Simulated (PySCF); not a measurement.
**Pm (promethium, neutral) across methods**

[Xe] 4f5 6s2, one real determinant. All numbers are calculated (PySCF 2.14, scalar relativity by spin-free X2C-1e, in cc-pVDZ-X2C (8s7p5d3f1g, 84 functions)).

```csv
method,E (hartree),mean ε 6s α (eV),mean ε 6s β (eV),mean ε 4f α (eV),Σ⟨r²⟩ (bohr²),⟨S²⟩
PBE,-10019.58,-3.637,-3.428,-3.045,86.36,8.754
PBE0,-10019.55,-4.096,-3.914,-5.455,86.97,8.754
LDA,-10012.04,-3.774,-3.565,-3.107,85.18,8.754
r2SCAN,-10019.91,-3.726,-3.404,-3.478,87.92,8.762
```

(1) Estimate the same row for UHF.

⟨L²⟩ = 24.01 against 30 for a pure H term, so this real determinant mixes terms. Spin-orbit coupling, absent here, splits the open shell strongly.

Results:

(1) E (hartree) = -10016.11875; mean ε 6s α (eV) = -4.868; mean ε 6s β (eV) = -4.704; mean ε 4f α (eV) = -12.570; Σ⟨r²⟩ (bohr²) = 92.11; ⟨S²⟩ = 8.757.
